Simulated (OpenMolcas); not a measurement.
**OpenMolcas run: Mn2+**

Mn2+ with 6 ligands (ammonia) in octahedral coordination (S6) at 2.09 Å. Ligand basis ANO-RCC-VDZP.

Input:

```
&GATEWAY
Coord
25

Mn 0.0 0.0 0.0
N 2.090000 0.000000 0.000000
H 2.472099 0.945728 0.000000
H 2.472099 -0.472864 0.819024
H 2.472099 -0.472864 -0.819024
N 0.000000 2.090000 0.000000
H 0.000000 2.472099 0.945728
H 0.819024 2.472099 -0.472864
H -0.819024 2.472099 -0.472864
N -2.090000 0.000000 0.000000
H -2.472099 -0.945728 0.000000
H -2.472099 0.472864 -0.819024
H -2.472099 0.472864 0.819024
N 0.000000 -2.090000 0.000000
H 0.000000 -2.472099 -0.945728
H -0.819024 -2.472099 0.472864
H 0.819024 -2.472099 0.472864
N 0.000000 0.000000 2.090000
H 0.945728 0.000000 2.472099
H -0.472864 0.819024 2.472099
H -0.472864 -0.819024 2.472099
N 0.000000 0.000000 -2.090000
H -0.945728 0.000000 -2.472099
H 0.472864 -0.819024 -2.472099
H 0.472864 0.819024 -2.472099
Basis=Mn.ANO-RCC-VDZP,H.ANO-RCC-VDZP,N.ANO-RCC-VDZP
Group=XYZ
NoMove
AngMom=0.0 0.0 0.0
AMFI
RICD
&SEWARD
* reference wave functions (RASSCF and RASSI steps not shown): 5 electrons in 5 orbitals (3d)
>>> COPY JOB001 $Project.JobIph
&CASPT2
Multistate=1 1
Frozen=5 6
IPEA=0.25
Imaginary=0.1
MaxIter=60
WThr=0.0 0.3 0.05
PrWF=0.5
NoMix
>>> COPY JOB002 $Project.JobIph
&CASPT2
Multistate=24 1 2 3 4 5 6 7 8 9 10 11 12 13 14 15 16 17 18 19 20 21 22
23 24
NoMult
Frozen=5 6
IPEA=0.25
Imaginary=0.1
MaxIter=60
WThr=0.0 0.3 0.05
PrWF=0.5
NoMix
>>> COPY JOB003 $Project.JobIph
&CASPT2
Multistate=75 1 2 3 4 5 6 7 8 9 10 11 12 13 14 15 16 17 18 19 20 21 22
23 24 25 26 27 28 29 30 31 32 33 34 35 36 37 38 39 40 41 42 43 44 45 46
47 48 49 50 51 52 53 54 55 56 57 58 59 60 61 62 63 64 65 66 67 68 69 70
71 72 73 74 75
NoMult
Frozen=5 6
IPEA=0.25
Imaginary=0.1
MaxIter=60
WThr=0.0 0.3 0.05
PrWF=0.5
NoMix
```

Launched by
```bash
OMP_NUM_THREADS=1 MOLCAS_MEM=3686 MOLCAS_PROJECT=a pymolcas a.inp > a.log  # once for each step of the input, in one work folder
```

Output, cut to the results:

```
--- CASPT2 ---
Orbital specifications:
      -----------------------

      Symmetry species                           1   2
                                                ag  au
      Frozen orbitals                            5   6
      Inactive orbitals                         13  15
      Active orbitals                            5   0
      Secondary orbitals                        79  85
      Deleted orbitals                           0   0
      Number of basis functions                102 106
Type of calculation                        SS-CASPT2
      Fock operator                              state-specific
      IPEA shift                                 0.25
      Real shift                                 0.00
      Imaginary shift                            0.10
      The input orbitals will be transformed to quasi-canonical
Reference energy:       -1494.4751988715
      E2 (Non-variational):      -1.5954926127
      Shift correction:          -0.0014177157
      E2 (Variational):          -1.5969103284
      Total energy:           -1496.0721091999
      Residual norm:              0.0000007326
      Reference weight:           0.69855
      Contributions to the CASPT2 correlation energy
      Active & Virtual Only:         -0.0711897571
      One Inactive Excited:          -0.2170205446
      Two Inactive Excited:          -1.3072823110
::    CASPT2 Root  1     Total energy:  -1496.07210920
--- CASPT2 ---
Orbital specifications:
      -----------------------

      Symmetry species                           1   2
                                                ag  au
      Frozen orbitals                            5   6
      Inactive orbitals                         13  15
      Active orbitals                            5   0
      Secondary orbitals                        79  85
      Deleted orbitals                           0   0
      Number of basis functions                102 106
Type of calculation                        SS-CASPT2
      Fock operator                              state-specific
      IPEA shift                                 0.25
      Real shift                                 0.00
      Imaginary shift                            0.10
      The input orbitals will be transformed to quasi-canonical
Reference energy:       -1494.3908171274
      E2 (Non-variational):      -1.6257629191
      Shift correction:          -0.0014976839
      E2 (Variational):          -1.6272606030
      Total energy:           -1496.0180777304
      Residual norm:              0.0000005531
      Reference weight:           0.69335
      Contributions to the CASPT2 correlation energy
      Active & Virtual Only:         -0.0830806857
      One Inactive Excited:          -0.2228737661
      Two Inactive Excited:          -1.3198084674
Reference energy:       -1494.3908171274
      E2 (Non-variational):      -1.6256863919
      Shift correction:          -0.0014961627
      E2 (Variational):          -1.6271825545
      Total energy:           -1496.0179996819
      Residual norm:              0.0000005375
      Reference weight:           0.69339
      Contributions to the CASPT2 correlation energy
      Active & Virtual Only:         -0.0830689046
      One Inactive Excited:          -0.2228163835
      Two Inactive Excited:          -1.3198011037
::    CASPT2 Root  1     Total energy:  -1496.01807773
::    CASPT2 Root  2     Total energy:  -1496.01799968
::    CASPT2 Root  3     Total energy:  -1496.01914455
::    CASPT2 Root  4     Total energy:  -1495.99237815
::    CASPT2 Root  5     Total energy:  -1495.99238609
::    CASPT2 Root  6     Total energy:  -1495.99257172
::    CASPT2 Root  7     Total energy:  -1495.95588441
::    CASPT2 Root  8     Total energy:  -1495.95531789
::    CASPT2 Root  9     Total energy:  -1495.95536826
::    CASPT2 Root 10     Total energy:  -1495.94643760
::    CASPT2 Root 11     Total energy:  -1495.94662391
::    CASPT2 Root 12     Total energy:  -1495.94677493
::    CASPT2 Root 13     Total energy:  -1495.93089199
::    CASPT2 Root 14     Total energy:  -1495.93100553
::    CASPT2 Root 15     Total energy:  -1495.89786859
::    CASPT2 Root 16     Total energy:  -1495.89779158
::    CASPT2 Root 17     Total energy:  -1495.89835357
::    CASPT2 Root 18     Total energy:  -1495.87895371
::    CASPT2 Root 19     Total energy:  -1495.85316282
::    CASPT2 Root 20     Total energy:  -1495.85186367
::    CASPT2 Root 21     Total energy:  -1495.85181974
::    CASPT2 Root 22     Total energy:  -1495.81953161
::    CASPT2 Root 23     Total energy:  -1495.81787259
::    CASPT2 Root 24     Total energy:  -1495.81785937
--- CASPT2 ---
Orbital specifications:
      -----------------------

      Symmetry species                           1   2
                                                ag  au
      Frozen orbitals                            5   6
      Inactive orbitals                         13  15
      Active orbitals                            5   0
      Secondary orbitals                        79  85
      Deleted orbitals                           0   0
      Number of basis functions                102 106
Type of calculation                        SS-CASPT2
      Fock operator                              state-specific
      IPEA shift                                 0.25
      Real shift                                 0.00
      Imaginary shift                            0.10
      The input orbitals will be transformed to quasi-canonical
Reference energy:       -1494.3762534109
      E2 (Non-variational):      -1.6384054854
      Shift correction:          -0.0014535477
      E2 (Variational):          -1.6398590331
      Total energy:           -1496.0161124440
      Residual norm:              0.0000002568
      Reference weight:           0.69251
      Contributions to the CASPT2 correlation energy
      Active & Virtual Only:         -0.0860315002
      One Inactive Excited:          -0.2237737887
...
```

Spin-orbit levels above the lowest, with the averaged single-state CASPT2 energies on the diagonal:

```csv
E (cm-1),Degeneracy,2S+1,g
0,2,6,1.99 6.00 6.00
0,2,6,0.00 0.00 6.00
0,2,6,0.01 0.01 10.00
11370,2,4 (66 %),1.23 2.96 2.96
11570,2,4,0.00 0.00 4.89
11640,2,4 (85 %),1.21 1.21 2.73
11800,2,4,0.00 0.00 2.76
11890,2,4,0.00 0.00 1.39
11900,2,4,0.24 0.24 4.49
12430,2,2 (60 %),1.32 1.32 4.10
12610,2,2 (84 %),0.00 0.00 0.54
12820,2,2 (90 %),0.67 0.67 1.24
17430,2,4,2.10 2.51 2.51
17460,2,4,0.00 0.00 5.78
17490,2,4,2.47 3.07 3.07
17520,2,4,1.22 4.47 4.47
17530,2,4,0.00 0.00 4.94
17540,2,4,0.04 0.04 8.69
23120,2,2,2.20 2.20 2.23
23840,2,2,1.46 2.11 2.11
```

Roots that are degenerate in the reference are averaged as groups; the widest CASPT2 spread within a group is 75 cm-1 (the 2-fold group of multiplicity 2 near 43600 cm-1 above the lowest state of its run). Shifts and gaps below about the spread of the groups concerned are not significant. Over all roots computed the reference weight is 0.69 to 0.70; a low but even weight reflects the number of correlated electrons. Ligand-to-metal charge-transfer states are missing. With no ligand orbital active B as a rule stays too high, so bands that hang on it stand too high and its fall with covalency is understated. With one d shell and no ligand orbital active, 10Dq can be off by tens of per cent for divalent 3d ions, low with halides held by bare charges and at times high in hosts. No measured value stands beside these numbers; the geometry is a model, was not optimised and need not be the one that this ion takes.

The CASPT2 steps took 17 min on 1 thread of Arm Neoverse V1, on a shared host; the integral step is not counted.
